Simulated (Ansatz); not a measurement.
`[SiH3][N]([SiH3])[Ag]` and `[SiH]N([SiH3])[SiH3]` differ in one atom or group.

Ansatz, PBE0-D4/def2-TZVP geometries, multiplicity 1. 

Elements past krypton have def2 core potentials.

```tsv
property	`[SiH3][N]([SiH3])[Ag]`
LUMO energy (B3LYP/def2-TZVPP) / eV	-3.43
LUMO energy (ωB97M-V/def2-TZVPP) / eV	-1.46
LUMO energy (PBE/def2-TZVPP) / eV	-3.94
HOMO–LUMO gap (B3LYP/def2-TZVPP) / eV	3.00
size of the dipole moment (ωB97M-V/def2-TZVPP) / D	5.60
HOMO–LUMO gap (PBE/def2-TZVPP) / eV	1.52
```

(1) What does the change do to each property? (Best estimate.)

Answers

(1) The calculation gave: 
| property | `[SiH]N([SiH3])[SiH3]` | shift |
| --- | --- | --- |
| LUMO energy (B3LYP/def2-TZVPP) / eV | -2.32 | 1.11 |
| LUMO energy (ωB97M-V/def2-TZVPP) / eV | -0.22 | 1.24 |
| LUMO energy (PBE/def2-TZVPP) / eV | -3.00 | 0.94 |
| HOMO–LUMO gap (B3LYP/def2-TZVPP) / eV | 4.11 | 1.11 |
| size of the dipole moment (ωB97M-V/def2-TZVPP) / D | 0.50 | -5.10 |
| HOMO–LUMO gap (PBE/def2-TZVPP) / eV | 2.56 | 1.04 |

The zero-point energy changes by 24.2 kJ/mol with +3 modes. Dipoles are sizes alone; their direction can turn.

B3LYP here is the variant with VWN-RPA as its local correlation; programs differ in this.
